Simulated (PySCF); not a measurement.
A side-by-side comparison of computed properties.

First species: C₄H₁₁FOSi₂.
InChI=1S/C4H11FOSi2/c1-8(2)7-4(5)3-6/h3-4,8H,7H2,1-2H3/t4-/m0/s1

Second species: C4H12O2Si3.
Numbering: `[CH:1]#[C:2][CH2:3][SiH2:4][O:5][Si@@H:6]([CH3:7])[O:8][SiH3:9]` (hydrogens: H10 on C1; H11, H12 on C3; H13, H14 on Si4; H15 on Si6; H16, H17, H18 on C7; H19, H20, H21 on Si9)

Levels: PBE0/pcSseg-1 for dipole moment, HOMO energy, LUMO energy and HOMO–LUMO gap; GFN2-xTB for rotational constant A and rotational constant C. Geometries: GFN2-xTB. Each species is one conformer at its optimised geometry, gas phase, non-relativistic unless stated. Electronic properties by PySCF.

The conformers computed, where there is a choice (atom-mapped SMILES and torsion angles):
- `[CH3:1][SiH:2]([CH3:3])[SiH2:4][C@H:5]([F:6])[CH:7]=[O:8]`: C1–Si2–Si4–C5 80°, Si2–Si4–C5–F6 -48°, Si4–C5–C7–O8 -75°
- `[CH:1]#[C:2][CH2:3][SiH2:4][O:5][Si@@H:6]([CH3:7])[O:8][SiH3:9]`: C2–C3–Si4–O5 55°, C3–Si4–O5–Si6 -43°, Si4–O5–Si6–C7 -50°, O5–Si6–O8–Si9 -62°

Values for the first species:

| Quantity | Value |
| --- | --- |
| Dipole moment | 3.03 D |
| HOMO energy | -7.48 eV |
| LUMO energy | -1.06 eV |
| HOMO–LUMO gap | 6.42 eV |
| Rotational constant A | 2.605 GHz |
| Rotational constant C | 0.584 GHz |

Estimate the same properties for the second species, and the change in each.

```
             property      first     second  second less first
        dipole moment     3.03 D     1.17 D            -1.86 D
          HOMO energy   -7.48 eV   -7.60 eV           -0.12 eV
          LUMO energy   -1.06 eV    0.44 eV           +1.50 eV
        HOMO–LUMO gap    6.42 eV    8.04 eV           +1.62 eV
rotational constant A  2.605 GHz  1.086 GHz         -1.519 GHz
rotational constant C  0.584 GHz  0.636 GHz         +0.052 GHz
```

On the first: A dipole of 3.03 D is allowed in C1, and pure rotational transitions are dipole-allowed. In atomic units the dipole is 1.19 e·bohr (1 au = 2.5417 D).

On the second: A dipole of 1.17 D is allowed in C1, and pure rotational transitions are dipole-allowed. The dipole matches unit charges of opposite sign 0.24 Å apart (1 e·Å = 4.8032 D).
